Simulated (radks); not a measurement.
Results of a calculation; reference values are marked as such.
Species: neutral nickel. Configuration: [Ar] 3d6 4s2 4p2 (not the ground configuration).

Level of theory: Dirac Kohn-Sham, BLYP, spin-unpolarised, spherical densities, point nucleus; open shells fill j = l - 1/2 first (a radial shooting solver on a logarithmic mesh with Libxc functionals).

Energy parts (eV):
part                      energy
total                 -41359.808
kinetic                42035.339
electron-nucleus      -98945.180
Hartree                17261.138
exchange-correlation   -1711.105

Orbitals (lengths in bohr, moments of r in powers of bohr; r(max) is where P^2 peaks; r(90%) holds 90 % of the orbital's charge):
orbital,occ.,eigenvalue (eV),r(90%),r(max),<1/r>
1s1/2,2,-8230.429,0.0966,0.03540,28.09
2s1/2,2,-1001.170,0.379,0.2047,6.096
2p1/2,2,-875.8205,0.349,0.1630,6.049
2p3/2,4,-858.3378,0.354,0.1657,5.923
3s1/2,2,-127.7585,1.09,0.6358,1.951
3p1/2,2,-89.3340,1.16,0.6362,1.830
3p3/2,4,-87.0213,1.17,0.6436,1.801
3d3/2,4,-24.0832,1.47,0.6065,1.496
3d5/2,2,-23.7956,1.47,0.6089,1.489
4s1/2,2,-10.0460,3.55,1.965,0.5596
4p1/2,2,-3.7344,4.87,2.415,0.4237
4p3/2,0,-3.6068,4.95,2.448,0.4170

The highest occupied level is 4p1/2 at -3.734 eV. Summed over all electrons, <r^2> = 47.37 bohr^2, which gives a Langevin (diamagnetic) susceptibility term of -37.5 x 10^-6 cm^3/mol. The density falls to 0.001 e/bohr^3 at r = 4.66 bohr.
